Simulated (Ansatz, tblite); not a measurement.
Spin states of Al2P2⁺ (the lowest doublet isomer of a short search), each relaxed with B3LYP-D4/def2-TZVP in Ansatz. Electronic energies in the gas phase.

The xTB rows come from tblite. HSE06 is defined as in plane-wave codes, on full-range PBE exchange. Correlated methods freeze 20 core orbitals. In CCSD on the charge 1 doublet the largest single amplitude is 0.21, so its Hartree–Fock determinant may place the open shell otherwise than the density functionals do. The structure comes from a short search, and lower isomers may exist.

Doublet geometry (D2h within 0.1 Å):

Cartesian coordinates in Å:
```
Al 2.1576 0.4140 -0.1058
Al -2.1574 -0.4140 0.1062
P -0.1915 0.8368 -0.6271
P 0.1913 -0.8368 0.6268
```

Quartet geometry:

Cartesian coordinates in Å:
```
Al 0.9058 1.8302 1.1519
Al -1.2433 -0.6070 -1.4437
P 0.8982 -0.9477 -0.5759
P -0.5607 -0.2755 0.8677
```

⟨S²⟩: doublet 0.77 at PBE0-D4/def2-TZVP (pure 0.75), quartet 3.78 at PBE0-D4/def2-TZVP (pure 3.75).

Run but left out: HF/STO-3G, HF/def2-TZVP, HF/def2-TZVPP, MP2/def2-TZVP, MP2/def2-TZVPP (doublet: ⟨S²⟩ 1.18 to 1.60, where a pure state has 0.75).

Only these spin states were relaxed. The quartet has other bonds than the doublet, so the gap mixes isomer and spin.

```csv
level,quartet − doublet (kcal/mol),lowest of these,remarks
GFN1-xTB,38.1,doublet,–
PBE-D4/def2-TZVP,31.1,doublet,–
r2SCAN-D4/def2-TZVP,28.9,doublet,–
B97M-V/def2-TZVP,32.7,doublet,–
PBE0-D4/def2-TZVP,28.6,doublet,–
HSE06-D4/def2-TZVP,29.0,doublet,–
B2PLYP/def2-TZVP,32.0,doublet,–
CCSD/def2-TZVPP,26.3,doublet,"large T1 (0.062) (doublet), spin-contaminated (⟨S²⟩ 1.19) (doublet), spin-contaminated (⟨S²⟩ 3.92) (quartet)"
```

Change of the quartet − doublet gap on mixing in exact exchange, in kcal/mol: PBE to PBE0 (25 % exact exchange) -2.5.

The xTB methods have no spin-polarisation term.
